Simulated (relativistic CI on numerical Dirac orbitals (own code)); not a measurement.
Fe3+: calculation against measurement

Method of calculation: Dirac-Coulomb-Breit CI, KLI orbitals optimised for each configuration, model QED (radiative potential, 1s self-energy scaled to tabulated hydrogen-like ionisation energies), valence Slater integrals scaled by 0.85, P86 correlation energy added to each configuration (own radial code, finite nucleus).

Configurations in the expansion (outside the closed core [Ne]): 3s2 3p6 3d5, 3s2 3p6 3d4 4s, 3s2 3p6 3d4 4p, 3s2 3p6 3d4 4d, 3s2 3p6 3d4 5s, 3s2 3p6 3d3 4s2, 3s2 3p5 3d6, 3s2 3p6 3d4 5p, 3s2 3p6 3d4 4f, 3s2 3p6 3d4 5d, 3s2 3p6 3d3 4s 4p, 3s2 3p6 3d4 5f, 3s2 3p6 3d4 5g, 3s2 3p6 3d3 4p2, 3s 3p6 3d6. Levels of other configurations are missing.

```
 Configuration  Term (tabulated)     J  Measured (cm⁻¹)  Computed  Error  Purity (%)
   3s2 3p6 3d5                6S   5/2              0.0         0      0         100
   3s2 3p6 3d5                4G  11/2          32245.5     31183  -1063         100
   3s2 3p6 3d5                4P   5/2          35253.8     35424    170          93
   3s2 3p6 3d5                4P   3/2          35333.3     35507    174          95
   3s2 3p6 3d5                4P   1/2          35406.6     35595    189          98
   3s2 3p6 3d5                4D   7/2          38779.4     38150   -630          99
   3s2 3p6 3d5                4D   1/2          38896.7     38275   -622          98
   3s2 3p6 3d5               2D3   5/2          49541.5     49215   -326          74
   3s2 3p6 3d5               2D3   3/2          50051.4     49699   -352          96
   3s2 3p6 3d5               2F2   7/2          51394.2     50968   -426          98
   3s2 3p6 3d5               2F2   5/2          52166.7     51725   -441          68
   3s2 3p6 3d5                4F   9/2          52620.7     52189   -432          97
   3s2 3p6 3d5                4F   7/2          52695.4     52274   -421          97
   3s2 3p6 3d5                2H   9/2          56058.3     54897  -1161          81
   3s2 3p6 3d5                2H  11/2          56368.8     55214  -1154          99
   3s2 3p6 3d5               2G2   7/2          57408.0     55998  -1410          99
   3s2 3p6 3d5               2G2   9/2          57721.2     56339  -1383          79
   3s2 3p6 3d5               2F1   5/2          61156.5     59990  -1167          99
   3s2 3p6 3d5               2F1   7/2          61254.4     60093  -1161          99
   3s2 3p6 3d5                2S   1/2          66720.1     65878   -842         100
   3s2 3p6 3d5               2G1   9/2          82894.9     81671  -1224         100
   3s2 3p6 3d5               2G1   7/2          82897.3     81673  -1224         100
   3s2 3p6 3d5                2P   3/2         100118.0     99223   -895          99
   3s2 3p6 3d5                2P   1/2         100126.0     99224   -902          99
3s2 3p6 3d4 4s                6D   1/2         127766.1    129656   1890         100
3s2 3p6 3d4 4s                6D   3/2         127929.1    129814   1885         100
3s2 3p6 3d4 4s                6D   5/2         128191.5    130069   1877         100
3s2 3p6 3d4 4s                6D   7/2         128541.9    130409   1867         100
3s2 3p6 3d4 4s                6D   9/2         128967.7    130823   1855         100
3s2 3p6 3d4 4s                4D   1/2         137700.8    139663   1962          99
3s2 3p6 3d4 4s                4D   3/2         137949.3    139904   1955          99
3s2 3p6 3d4 4s                4D   5/2         138338.8    140284   1945          99
3s2 3p6 3d4 4s                4D   7/2         138844.0    140777   1933          99
3s2 3p6 3d4 4s                4P   1/2         153651.7    155603   1951          99
3s2 3p6 3d4 4s                4H   7/2         154185.9    153863   -322          99
3s2 3p6 3d4 4s                4H   9/2         154326.0    154000   -326          99
3s2 3p6 3d4 4s                4P   3/2         154474.9    156383   1908          99
3s2 3p6 3d4 4s                4H  11/2         154512.7    154170   -343          99
3s2 3p6 3d4 4s                4H  13/2         154731.3    154366   -366         100
3s2 3p6 3d4 4s                4P   5/2         155744.9    157608   1864          99
3s2 3p6 3d4 4s                4F   3/2         156012.3    157349   1337         100
3s2 3p6 3d4 4s                4F   5/2         156049.3    157372   1323          96
3s2 3p6 3d4 4s                4F   7/2         156123.8    157434   1310          94
3s2 3p6 3d4 4s                4F   9/2         156224.9    157531   1306          94
3s2 3p6 3d4 4s                4G   5/2         158738.7    159649    910          95
3s2 3p6 3d4 4s                4G   7/2         159010.4    159905    895          93
3s2 3p6 3d4 4s              4G †   9/2         159227.9    160208    981          67
3s2 3p6 3d4 4s              4G †  11/2         159342.9    160001    659          57
3s2 3p6 3d4 4s                2P   1/2         160015.9    161973   1957          98
3s2 3p6 3d4 4s                2H   9/2         160311.6    159915   -396          69
3s2 3p6 3d4 4s                2H  11/2         160778.6    160634   -144          57
3s2 3p6 3d4 4s                2F   5/2         162074.4    163456   1382          98
3s2 3p6 3d4 4s                2F   7/2         162087.8    163460   1373          92
3s2 3p6 3d4 4s                2G   7/2         164950.5    165894    943          95
3s2 3p6 3d4 4s                2G   9/2         165392.6    166271    878          99
```

Measured levels from Corliss and Sugar, J. Phys. Chem. Ref. Data 11, 135 (1982); pairs were made by configuration, J and term (by order where the table uses no LS term), so strongly mixed levels may be paired wrongly. Some J values or terms of the table were assigned by a fit.

Mean error by configuration (cm⁻¹): 3s2 3p6 3d5 -726; 3s2 3p6 3d4 4s 1193. Over the excited levels the mean absolute error is 1080 cm⁻¹ (54 of the 54 excited levels that our extract of the source holds in range could be paired), and the median relative error of those above 1,000 cm⁻¹ is 0.9 %. Some levels of the ground configuration have no partner. † marks terms whose computed intervals miss the measured ones by more than a factor of 2.5, or configurations far off the rest, from wrong mixing, a near crossing or a doubtful label or measurement; they are left out of the means.
